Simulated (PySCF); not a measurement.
**Spinor energies of Lu (lutetium, neutral)**

Start: [Xe] 4f14 6s2 6p1; 6p3/2 filled at m_j = +3/2. Calculated with PySCF 2.14 in x2c-TZVPall-2c (11s11p10d2f1g, 117 functions): generalised Hartree-Fock with the X2C-1e Hamiltonian and a Gaussian nucleus; spin-orbit coupling (SO) screened by Boettger's factors. This is a chosen level, not necessarily the ground level.

| spinor shell | electrons | ε, screened SO (eV) | weight of nominal j (screened SO) | rms radius, screened SO (bohr) |
| --- | --- | --- | --- | --- |
| 1s1/2 | 2 | -63636.1 | 1.000 | 0.0219 |
| 2s1/2 | 2 | -10968.0 | 1.000 | 0.0884 |
| 2p1/2 | 2 | -10448.8 | 1.000 | 0.0754 |
| 2p3/2 | 4 | -9325.8 | 1.000 | 0.0825 |
| 3s1/2 | 2 | -2545.8 | 1.000 | 0.227 |
| 3p1/2 | 2 | -2316.3 | 1.000 | 0.218 |
| 3d3/2 | 4 | -1687.2 | 1.000 | 0.206 |
| 3d5/2 | 6 | -1634.4 | 1.000 | 0.210 |
| 4s1/2 | 2 | -538.73 | 1.000 | 0.509 |
| 4p1/2 | 2 | -443.88 | 1.000 | 0.520 |
| 4p3/2 | 4 | -387.90 | 1.000 | 0.552 |
| 4d3/2 | 4 | -231.46 | 1.000 | 0.585 |
| 4d5/2 | 6 | -220.92 | 1.000 | 0.597 |
| 5s1/2 | 2 | -77.020 | 1.000 | 1.26 |
| 5p1/2 | 2 | -47.538 | 1.000 | 1.41 |
| 5p3/2 | 4 | -40.151 | 1.000 | 1.53 |
| 4f5/2 | 6 | -26.617 | 1.000 | 0.791 |
| 4f7/2 | 8 | -25.051 | 1.000 | 0.801 |
| 6s1/2 | 2 | -7.957 | 0.977 | 3.84 |
| 6p3/2 | 1 | -4.145 | 1.000 | 5.45 |

**Question.** Where does 3p3/2 lie, and what is the 3p spin-orbit splitting (screened SO)?

**Answer.** At -2072.3 eV, 243.96 eV above 3p1/2.

```
   quantity   screened SO
E (hartree)  -14566.81079
        M_J           3/2
       ⟨J²⟩         4.094
       ⟨L²⟩         2.386
       ⟨S²⟩         0.946
```

The determinant has a definite M_J but mixes levels of different J.

Each row is a mean over spinors that exchange with the open shell spreads, by up to 0.918 eV (6s1/2).

Breit and QED terms are absent; they matter most for the inner s and p1/2 levels.

Densities and radii are taken from the X2C orbitals without a picture-change correction, which distorts them close to the nucleus.
